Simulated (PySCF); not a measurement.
**F⁺: ionisation energy**

F⁺ [He] 2s2 2p4 (3P) → F²⁺ [He] 2s2 2p3 (4S), as a difference of total energies. All numbers are calculated (PySCF 2.14, the non-relativistic Hamiltonian (point nucleus), in aug-cc-pwCVQZ). Correlated levels: valence: 1s2 frozen; valence and next inner shell: nothing frozen. The calculations carry no spin-orbit coupling.

```tsv
method	ionisation energy (eV)
UHF	33.394
LDA	35.281
PBE	35.429
PBE0	35.258
r2SCAN	35.119
PW91	35.550
BHandHLYP	35.196
TPSSh	35.406
MP2 (valence)	34.774
SCS-MP2 (valence)	34.914
MP2 (valence and next inner shell)	34.805
SCS-MP2 (valence and next inner shell)	34.931
```

Task: How much does correlation contribute at MP2 (valence and next inner shell)?

Result: 34.805 − (33.394) = 1.411 eV, measured against UHF.

Errors of the correlated levels include the incompleteness of this basis and the frozen core.

For comparison: 34.950 eV (measured; NIST levels, between the centres of gravity of the two terms).
